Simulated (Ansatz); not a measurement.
`[F][GeH]([F])[Cl]` + `O[Si](O)(O)F` → `[F][Ge]([F])([F])[Cl]` + `O[SiH](O)O`  (redistribution)

Computed with Ansatz on PBE0-D4/def2-TZVP structures; ΔE is electronic, products minus reactants. CCSD(T)/CBS is the MP2 limit (def2-TZVPP, def2-QZVPP) plus CCSD(T) − MP2 in def2-TZVPP, frozen cores. DFT in def2-TZVPP. B3LYP here is the variant with VWN-RPA as its local correlation; programs differ in this. For Ge outer-core shells are correlated without core-valence functions, which leaves a few kJ/mol of doubt a bond. Scalar relativity is left out up to krypton. Each species was taken in one conformer, which may not be the lowest.

`[F][GeH]([F])[Cl]`:

Z-matrix (Å, degrees):
```
Ge
F 1 1.713
Cl 1 2.109 2 107.8
F 1 1.713 2 105.2 3 -114.9
H 1 1.520 2 110.6 3 125.7
```

`O[Si](O)(O)F`:

Cartesian coordinates in Å:
```
O 0.898 -0.277 -1.282
Si 0.043 0.077 0.046
O -1.471 0.478 -0.364
O 0.023 -1.198 1.044
F 0.725 1.310 0.791
H 1.822 -0.510 -1.183
H -1.605 1.237 -0.933
H -0.435 -1.117 1.881
```

`[F][Ge]([F])([F])[Cl]`:

Cartesian coordinates in Å:
```
F 0.204 -0.819 1.494
Ge 0.035 -0.034 -0.002
F 1.539 0.646 -0.400
F -0.321 -1.217 -1.168
Cl -1.456 1.423 0.075
```

`O[SiH](O)O`:

```xyz
8

O     0.763    0.747    1.246
Si   -0.049   -0.243    0.238
O     0.623   -0.394   -1.252
O    -1.537    0.374   -0.031
H     0.719    1.690    1.074
H    -0.068   -1.544    0.934
H     1.473   -0.830   -1.318
H    -1.925    0.200   -0.890
```

Question: Is it downhill or uphill in electronic energy at CCSD(T)/CBS, and by how much? (Estimate.)

Answer: Computed: Uphill: ΔE = +1.15 eV.

Question: What do these levels give: B97M-V, CAM-B3LYP-D4, B3LYP, HF/def2-TZVPP, SCS-MP2/def2-TZVPP, HF/def2-QZVPP? (An estimate is asked.)

Answer: The calculation gave: B97M-V 1.15, CAM-B3LYP-D4 1.16, B3LYP 1.13, HF/def2-TZVPP 1.17, SCS-MP2/def2-TZVPP 1.07, HF/def2-QZVPP 1.17 eV.

Largest T1 diagnostic among the species: 0.012.

From r2SCAN to r2SCAN0 (25 % exact exchange), in def2-TZVPP and without D4, ΔE moves by +0.04 eV. Leaving LDA and LC-ωPBE aside and taking each functional with its dispersion term where it has one, the values, not all of them listed here, spread over 0.14 eV, from revPBE-D4 to BHLYP-D4. LDA lies +0.10 eV from PBE without D4. At CCSD(T), def2-SVP lies −0.21 eV from the extrapolated value and def2-TZVPP −0.07 eV.
